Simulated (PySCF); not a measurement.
# Electric field gradients and quadrupole coupling constants

Compound: C4H10F2N2Si.
Cartesian coordinates in Å at the GFN2-xTB level; atoms count from 1:
```
atom  x, y, z in Å
F1    -2.0280   -2.1046   -0.4910
C2    -1.7570   -0.7733   -0.7028
C3    -1.3858   -0.0965    0.6206
C4    -1.0401    1.3757    0.3819
N5     0.3507    1.3973   -0.0164
Si6    1.2228    0.1877    0.8508
C7     2.5424   -0.5676   -0.3104
F8     3.3492   -1.4164    0.4236
N9    -0.2083   -0.6896    1.2076
H10   -0.9172   -0.7227   -1.4013
H11   -2.6574   -0.3349   -1.1432
H12   -2.2345   -0.1930    1.3099
H13   -1.2074    1.9383    1.3086
H14   -1.6687    1.8050   -0.4035
H15    0.7024    2.3258   -0.1798
H16    1.8608    0.5464    2.1221
H17    2.1330   -1.1685   -1.1257
H18    3.2090    0.1851   -0.7355
H19   -0.2758   -1.6850    1.3376
```

Field gradients from the PBE0/pcSseg-1 density (PySCF, non-relativistic), principal values in atomic units, ordered |Vxx| ≤ |Vyy| ≤ |Vzz|:

```
atom     Vxx     Vyy      Vzz
  N5  0.2885  0.7264  -1.0149
  N9  0.3164  0.7342  -1.0506
```

**Question.** Find the asymmetry η = (Vxx − Vyy)/Vzz and the couplings χ = eQV/h (234.96 MHz × Q in barn × V in au), with Q(14N) = 0.02044 b.

**Answer.** 
```tsv
atom	environment	nucleus	η	χzz (MHz)	χxx (MHz)	χyy (MHz)
N5	silicon-bound nitrogen	14N	0.43	-4.874	1.386	3.489
N9	silicon-bound nitrogen	14N	0.40	-5.05	1.52	3.53
```

The tensor is traceless: Vxx + Vyy + Vzz = 0.

**Question.** What is Vzz at N5 in SI units (1 au = 9.71736 × 10²¹ V/m²)?

**Answer.** -1.0149 au = -9.862 × 10²¹ V/m².

Were the hydrogens deuterons (Q(2H) = 0.00286 b), χzz would run from 106 kHz (H16) to 288 kHz (H15).

The structure is a single GFN2-xTB conformer in the gas phase; no vibrational or solvent corrections. GFN2-xTB bond lengths can be off by several hundredths of an ångström, more for odd bonds, and the gradients follow them. A larger basis could move these couplings by a tenth or more.
